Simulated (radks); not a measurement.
Results of a calculation; reference values are marked as such.
Problem. Orbital eigenvalues (eV) of the praseodymium ion Pr29+, [Ar] 3d10 4s2, of relativity; Dirac values are averaged over j with weights 2j + 1. Spin-unpolarised spherical Kohn-Sham, LDA (Slater exchange, Perdew-Wang correlation), point nucleus unless stated (finite: rms radius 4.8919 fm), a radial shooting solver on a logarithmic mesh with Libxc functionals. A level marked "c x" has the speed of light scaled by that factor.

shell  non-rel.
1s       -40685
2s      -7193.2
2p      -6872.0
3s      -2276.2
3p      -2137.3
3d      -1881.4
4s      -1071.6

Give the values at the level "Dirac, finite nucleus".

Solution. 
shell  Dirac, finite nucleus  change of magnitude (%)
1s                    -42772                    +5.13
2s                   -7726.4                    +7.41
2p                   -7044.5                    +2.51
3s                   -2402.7                    +5.56
3p                   -2184.3                    +2.20
3d                   -1875.3                    -0.33
4s                   -1113.3                    +3.89
